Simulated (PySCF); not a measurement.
Order these species by their calculated properties.

All species are isolated and taken at one optimised geometry, non-relativistic unless stated; the electronic structure was computed with PySCF and density fitting.

The conformers computed, where there is a choice (atom-mapped SMILES and torsion angles):
- `[CH3:1][CH2:2][C:3]([CH3:4])([CH3:5])[NH:6][NH:7][CH3:8]`: C1–C2–C3–C4 -54°, C2–C3–N6–N7 62°, C3–N6–N7–C8 -152°
- `[CH3:1]/[C:2]([CH2:3][C:4]#[N:5])=[C:6](\[C:7]#[N:8])[C:9]([F:10])([F:11])[F:12]`: C1–C2–C3–C4 -74°, C2–C6–C9–F10 62°
- `[CH3:1][N:2]([CH3:3])[c:4]1[cH:5][cH:6][c:7]([Cl:8])[cH:9][p:10]1`: C1–N2–C4–C5 180°
- `[O:1]=[P@:2]([PH2:3])([c:4]1[cH:5][cH:6][cH:7][o:8]1)[C:9]([F:10])([F:11])[F:12]`: O1–P2–C4–C5 -32°, O1–P2–C9–F10 58°, H–P3–P2–O1 -54°, H–P3–P2–O1 39°
- `[CH3:1][S:2][c:3]1[cH:4][p:5][c:6]([CH3:7])[p:8][c:9]1[CH:10]=[O:11]`: C1–S2–C3–C4 1°, P8–C9–C10–O11 180°
- `[CH3:1][CH2:2][CH2:3][NH:4][N:5]([CH3:6])[CH2:7][CH3:8]`: C1–C2–C3–N4 -62°, C2–C3–N4–N5 175°, C3–N4–N5–C6 50°, N4–N5–C7–C8 -57°
- `[CH3:1][CH:2]([CH3:3])[c:4]1[cH:5][n:6][c:7]([Cl:8])[cH:9][p:10]1`: C1–C2–C4–C5 62°
- `[F:1][CH2:2][CH2:3][Cl:4]`: F1–C2–C3–Cl4 180°
- `[CH3:1][O:2][CH2:3][SiH:4]([O:5][CH3:6])[O:7][CH3:8]`: C1–O2–C3–Si4 -178°, O2–C3–Si4–O5 -56°, C3–Si4–O5–C6 56°, C3–Si4–O7–C8 176°
- `[CH:1]#[C:2][CH2:3][n:4]1[n:5][c:6]([CH3:7])[c:8]([F:9])[n:10]1`: C2–C3–N4–N5 -88°

The conformers of `CC[C@@H](CCN)NC` aren't listed.

(1) Rank by smallest rotational constant, lowest first (GFN2-xTB).
A. `C/C(CC#N)=C(\C#N)C(F)(F)F`
B. `O=[P@](P)(c1ccco1)C(F)(F)F`
C. `S(C)c1cpc(C)pc1C=O`
D. `CCCNN(C)CC`
E. `CN(C)c1ccc(Cl)cp1`
F. `CCC(C)(C)NNC`

(2) Give the two extremes of that set in cm⁻¹.

(3) Rank by dipole moment, highest first (PBE0/pcSseg-1 at GFN2-xTB geometries).
A. `C/C(CC#N)=C(\C#N)C(F)(F)F`
B. `CC(C)C1=CN=C(Cl)C=P1`
C. `CN(C)c1ccc(Cl)cp1`
D. `[P@@](c1ccco1)(P)(=O)C(F)(F)F`
E. `FCCCl`
F. `O(C)[SiH](OC)COC`

(4) Give the two extremes of that set in atomic units.

(5) Rank by HOMO–LUMO gap, highest first (PBE0/pcSseg-1 at GFN2-xTB geometries).
A. `c1c(c(pc(p1)C)C=O)SC`
B. `C([SiH](OC)OC)OC`
C. `CC(C)c1cnc(Cl)cp1`
D. `C#CCn1nc(C)c(F)n1`

(6) Rank by HOMO energy, lowest first (PBE0/pcSseg-1 at GFN2-xTB geometries).
A. `O=[P@](P)(c1ccco1)C(F)(F)F`
B. `C(F)(F)(F)/C(=C(/C)CC#N)C#N`
C. `CC[C@@H](CCN)NC`
D. `CCC(C)(C)NNC`
E. `CSc1cpc(C)pc1C=O`

(7) By how much do the two ends of that ranking differ?

## Answers

(1) C (0.386 GHz), E (0.443 GHz), B (0.518 GHz), A (0.570 GHz), D (0.963 GHz), F (1.221 GHz).

(2) `CSc1cpc(C)pc1C=O`: 0.0129 cm⁻¹; `CCC(C)(C)NNC`: 0.0407 cm⁻¹.

(3) C (4.48 D), A (4.32 D), D (4.16 D), B (3.07 D), F (0.63 D), E (0.15 D).

(4) `FCCCl`: 0.06 au; `CN(C)c1ccc(Cl)cp1`: 1.76 au.

(5) B (8.65 eV), D (7.12 eV), C (5.30 eV), A (3.76 eV).

(6) B (-8.86 eV), A (-7.51 eV), E (-6.67 eV), D (-6.41 eV), C (-6.15 eV).

(7) By 2.71 eV, between `CC[C@@H](CCN)NC` and `C/C(CC#N)=C(\C#N)C(F)(F)F`.
